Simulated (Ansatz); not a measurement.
C4H5, doublet (typed; the unrestricted solution is spin-contaminated), geometry from GFN2-xTB; HF/6-311G** in Ansatz (a program for electronic structure).

Ansatz was given this input:
Ansatz 0.2 input:
```yaml
crystal:
  periodic: [false, false, false]
  atoms:
    - {symbol: C, position_ang: [0.60085967, 1.81351297, 0.01556469]}
    - {symbol: C, position_ang: [0.61610420, 0.51445077, 0.00328056]}
    - {symbol: C, position_ang: [-0.56525911, -0.35580246, -0.00191456]}
    - {symbol: C, position_ang: [-0.48769899, -1.67890196, -0.01458395]}
    - {symbol: H, position_ang: [-0.11254112, 2.60487760, 0.02484085]}
    - {symbol: H, position_ang: [1.56076214, -0.02055891, -0.00416798]}
    - {symbol: H, position_ang: [-1.52208225, 0.14758648, 0.00526689]}
    - {symbol: H, position_ang: [0.45913300, -2.19376719, -0.02184815]}
    - {symbol: H, position_ang: [-1.36930637, -2.29769393, -0.01817201]}
basis:
  gaussian:
    orbitals: 6-311G__.json
hamiltonian:
  xc: hf
magnetization: {spin_polarized: true, initial_magnetization: 1}
```
The basis file holds 6-311G** in the JSON format of the Basis Set Exchange.

Question: Predict the main parts of the log of this Ansatz run.

Answer: 
```
Functional definition: HF
936 factors; their error is unknown
mean field evaluation 1: about -4196.1118 eV, gradient 2.0e1 eV
mean field evaluation 2: about -4198.5508 eV, gradient 6.8e0 eV
mean field evaluation 4: about -4198.9676 eV, gradient 1.2e0 eV
mean field evaluation 8: about -4199.0579 eV, gradient 7.1e-1 eV
mean field evaluation 16: about -4199.2270 eV, gradient 7.5e-2 eV
mean field evaluation 32: about -4187.6345 eV, gradient 7.1e0 eV
mean field -4199.22700142 eV, -154.3187459639 hartree, gradient 2.4e-5 eV, S^2 1.219488; 1 other end points of the search recorded, 0 dependent functions left out
reference -4199.22700142 eV, -154.3187459639 hartree; 15, 14 occupied and 87, 88 virtual orbitals, 936 factors
Total energy: -4199.22700142 eV, -154.3187459639 hartree
```
